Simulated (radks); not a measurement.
Spherical quantum dot in the effective-mass picture: electrons in a well V = -V0 / (1 + exp((r - R)/a)) with V0 = 16.5, R = 3.03, a = 0.2, all in effective atomic units (hartree* = m*/eps^2 hartree, bohr* = eps/m* bohr), one dielectric constant everywhere. Method: non-relativistic Kohn-Sham, exchange-only LDA, spin-polarised, spherical densities; computed with a radial shooting solver with Libxc functionals. Levels are named by radial order and angular momentum (1s, 1p, 1d, 2s, ...), and open shells are averaged over m. Results are scaled to m* = 0.079 and eps = 8, for which hartree* = 33.59 meV and bohr* = 5.359 nm. Each electron was tried in the lowest free levels, single moves between levels near the top were tried too, and the lowest total energy was kept; such a search can miss a lower state. The series stops at N = 31: beyond it a trial failed or the search could not be trusted, so later rows were left out. At N = 1 the Hartree and exchange-correlation terms need not cancel, so that row can carry a self-interaction error.

| N | open shells | 2S | addition energy mu(N+1) - mu(N) (meV) | e(HOMO) (meV) | rms radius (nm) |
|---|---|---|---|---|---|
| 1 | 1s(up 1, down 0) | 1 | 20.39 | -524.24 | 8.214 |
| 2 | none | 0 | 32.96 | -504.39 | 8.537 |
| 3 | 1p(up 1, down 0) | 1 | 14.42 | -471.21 | 9.109 |
| 4 | 1p(up 2, down 0) | 2 | 14.81 | -456.52 | 9.431 |
| 5 | 1p(up 3, down 0) | 3 | 20.16 | -441.64 | 9.657 |
| 6 | 1p(up 3, down 1) | 2 | 13.77 | -422.15 | 9.844 |
| 7 | 1p(up 3, down 2) | 1 | 14.20 | -408.09 | 9.995 |
| 8 | none | 0 | 35.71 | -393.80 | 10.13 |
| 9 | 1d(up 1, down 0) | 1 | 13.69 | -358.41 | 10.30 |
| 10 | 1d(up 2, down 0) | 2 | 13.76 | -344.68 | 10.44 |
| 11 | 1d(up 3, down 0) | 3 | 13.79 | -330.89 | 10.57 |
| 12 | 1d(up 4, down 0) | 4 | 13.80 | -317.09 | 10.68 |
| 13 | 1d(up 5, down 0) | 5 | 18.42 | -303.29 | 10.78 |
| 14 | 1d(up 5, down 1) | 4 | 13.30 | -285.14 | 10.87 |
| 15 | 1d(up 5, down 2) | 3 | 13.38 | -271.79 | 10.95 |
| 16 | 1d(up 5, down 3) | 2 | 13.43 | -258.38 | 11.03 |
| 17 | 1d(up 5, down 4) | 1 | 13.45 | -244.94 | 11.10 |
| 18 | none | 0 | 38.11 | -231.48 | 11.17 |
| 19 | 1f(up 1, down 0) | 1 | 13.07 | -193.56 | 11.25 |
| 20 | 1f(up 2, down 0) | 2 | 13.08 | -180.48 | 11.32 |
| 21 | 1f(up 3, down 0) | 3 | 13.09 | -167.39 | 11.39 |
| 22 | 1f(up 4, down 0) | 4 | 13.08 | -154.31 | 11.46 |
| 23 | 1f(up 5, down 0) | 5 | 13.07 | -141.23 | 11.52 |
| 24 | 1f(up 6, down 0) | 6 | 13.06 | -128.16 | 11.57 |
| 25 | 1f(up 7, down 0) | 7 | 17.20 | -115.11 | 11.63 |
| 26 | 1f(up 7, down 1) | 6 | 12.79 | -98.042 | 11.68 |
| 27 | 1f(up 7, down 2) | 5 | 12.81 | -85.240 | 11.73 |
| 28 | 1f(up 7, down 3) | 4 | 12.82 | -72.427 | 11.78 |
| 29 | 1f(up 7, down 4) | 3 | 12.82 | -59.610 | 11.83 |
| 30 | 1f(up 7, down 5) | 2 | 12.81 | -46.795 | 11.87 |
| 31 | 1f(up 7, down 6) | 1 | - | -33.984 | 11.91 |

All shells are closed at N = 2, 8, 18 (there: 1s2 1p6 1d10); the second difference of the energy has clear peaks (12 % above both neighbours; the first and last values, which can be the largest, are not judged, and half-filled shells can peak too) at N = 2, 5, 8, 13, 18, 25.
